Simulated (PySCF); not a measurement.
Geometries of 2 isomers of C5H4F3P, from PBE0-D3(BJ)/def2-SVP geometry optimisation, gas phase in PySCF. One conformer each, no zero-point energy, no frequencies.

Question: Which isomer lies lower at this level?
A.
```xyz
13
angstrom
C      2.884   -0.231   -0.196
C      1.602    0.026    0.082
P      0.502    0.729   -1.199
C     -0.830    1.517   -0.200
C     -1.160    0.308   -0.560
C     -2.220   -0.720   -0.432
F     -1.762   -1.780    0.239
F     -3.282   -0.249    0.223
F     -2.631   -1.141   -1.627
H      3.304   -0.025   -1.188
H      3.564   -0.659    0.547
H      1.189   -0.192    1.076
H     -1.162    2.398    0.349
```
B.
```xyz
13
angstrom
C      2.586   -0.810   -1.046
C      1.456   -0.382   -0.911
P     -0.214    0.214   -0.887
C      0.052    1.884   -0.138
C     -0.798   -0.663    0.598
F     -0.146   -0.505    1.757
C     -1.875   -1.458    0.596
F     -2.600   -1.700   -0.461
F     -2.327   -2.084    1.648
H      3.588   -1.185   -1.150
H     -0.932    2.350    0.022
H      0.618    2.498   -0.852
H      0.597    1.825    0.813
```

Answer: A. That is `C=CP1C=C1C(F)(F)F`, 21.3 kcal/mol below the other.

| SMILES | atoms numbered as above | E (Eh) | relative (kcal/mol) | relative (kJ/mol) | dipole (D) |
| --- | --- | --- | --- | --- | --- |
| C=CP1C=C1C(F)(F)F | [CH2:1]=[CH:2][P:3]1[CH:4]=[C:5]1[C:6]([F:7])([F:8])[F:9] | -832.62504 | 0.0 | 0.0 | 2.28 |
| C#CP(C)C(F)=C(F)F | [CH:1]#[C:2][P:3]([CH3:4])[C:5]([F:6])=[C:7]([F:8])[F:9] | -832.59114 | 21.3 | 89.0 | 1.23 |

As drawn, the lower has a three-membered ring, which the higher lacks; the higher has a C≡C bond, which the lower lacks.
